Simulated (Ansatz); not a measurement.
The cluster Os₄. Total charge 0; triplet. Geometry PBE0-D4/def2-SVPD, that of the charge -1 doublet; atoms count from 1.

Cartesian coordinates in Å:
```
Os -0.067 -1.292 0.829
Os 0.242 -0.661 -1.354
Os 0.959 1.185 -0.192
Os -1.134 0.768 0.717
```

In the def2 sets Os takes a core potential; there is no spin–orbit coupling. The charge 0 triplet is spin-contaminated (final ⟨S²⟩ up to 4.34, 2.00 for a pure state). The structure comes from a short search, and lower isomers may exist.

Q: Estimate the Mulliken populations from the PBE0/def2-TZVPD orbitals of Ansatz.

A: 
```tsv
atom	charge (e)	spin (α − β)	d electrons
Os1	-0.10	0.84	6.73
Os2	0.14	2.45	6.53
Os3	-0.10	0.82	6.73
Os4	0.07	-2.11	6.58
```
Mulliken values and Mayer orders depend strongly on the basis. With diffuse functions, as here, like atoms can get unlike values, and bond orders can come out too low or too high.

Q: Where does the spin sit?

A: Summed by element: Os 2.00, of 2 unpaired in all. Largest on single atoms: Os2 2.45, Os4 -2.11, Os1 0.84.

Q: And the Mayer bond orders between bonded heavy atoms (over 0.3)?

A: Os1–Os2 1.86 (2.29 Å); Os1–Os3 0.75 (2.87 Å); Os1–Os4 1.78 (2.32 Å); Os2–Os3 1.85 (2.30 Å); Os2–Os4 0.53 (2.87 Å); Os3–Os4 1.79 (2.32 Å).
